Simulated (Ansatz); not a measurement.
Two isomers of C2H8BFSi: A = `BC[SiH](C)F`, B = `CB([SiH3])CF`.

Gas-phase electronic energies from Ansatz, PBE0-D4/def2-TZVP geometries. CCSD(T)/CBS is the MP2 limit (def2-TZVPP, def2-QZVPP) plus CCSD(T) − MP2 in def2-TZVPP, frozen cores. Functionals use def2-TZVPP. B3LYP here is the variant with VWN-RPA as its local correlation; programs differ in this. Each species was taken in one conformer, which may not be the lowest.

Which isomer does CCSD(T)/CBS put lower? Give the gap. (Estimate.)

The calculation gave: A, by 266.8 kJ/mol.

Give E(B) − E(A) in kJ/mol with PBE0-D4, HF/def2-TZVPP, B3LYP-D4, r2SCAN-D4, B2PLYP, B3LYP, MP2/def2-TZVPP. (Best estimate.)

Computed: PBE0-D4 245.2, HF/def2-TZVPP 265.5, B3LYP-D4 250.9, r2SCAN-D4 255.6, B2PLYP 261.6, B3LYP 249.3, MP2/def2-TZVPP 280.8. None reverses the order clearly.

Largest T1 diagnostic: 0.012.

From PBE to PBE0 (25 % exact exchange), in def2-TZVPP and without D4, E(B) − E(A) moves by +11.5 kJ/mol.
